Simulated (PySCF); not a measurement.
Radial density of Li²⁺ (lithium, charge +2)

UHF, 1s1, 2S determinant. Calculation: PySCF 2.14, in cc-pVDZ (3s2p1d, 14 functions); no relativity, point nucleus.

```json
{"r (bohr)": "0.00703", "4πr²ρ (e/bohr)": "0.004045", "4πr²(ρα − ρβ)": "0.0040"}
{"r (bohr)": "0.0118", "4πr²ρ (e/bohr)": "0.01124", "4πr²(ρα − ρβ)": "0.0112"}
{"r (bohr)": "0.0199", "4πr²ρ (e/bohr)": "0.03047", "4πr²(ρα − ρβ)": "0.0305"}
{"r (bohr)": "0.0334", "4πr²ρ (e/bohr)": "0.07920", "4πr²(ρα − ρβ)": "0.0792"}
{"r (bohr)": "0.0562", "4πr²ρ (e/bohr)": "0.1961", "4πr²(ρα − ρβ)": "0.1961"}
{"r (bohr)": "0.0946", "4πr²ρ (e/bohr)": "0.4422", "4πr²(ρα − ρβ)": "0.4422"}
{"r (bohr)": "0.159", "4πr²ρ (e/bohr)": "0.8615", "4πr²(ρα − ρβ)": "0.8615"}
{"r (bohr)": "0.268", "4πr²ρ (e/bohr)": "1.313", "4πr²(ρα − ρβ)": "1.3134"}
{"r (bohr)": "0.450", "4πr²ρ (e/bohr)": "1.359", "4πr²(ρα − ρβ)": "1.3586"}
{"r (bohr)": "0.757", "4πr²ρ (e/bohr)": "0.7543", "4πr²(ρα − ρβ)": "0.7543"}
{"r (bohr)": "1.27", "4πr²ρ (e/bohr)": "0.1471", "4πr²(ρα − ρβ)": "0.1471"}
{"r (bohr)": "2.14", "4πr²ρ (e/bohr)": "0.002944", "4πr²(ρα − ρβ)": "0.0029"}
{"r (bohr)": "3.60", "4πr²ρ (e/bohr)": "0.0003225", "4πr²(ρα − ρβ)": "0.0003"}
```
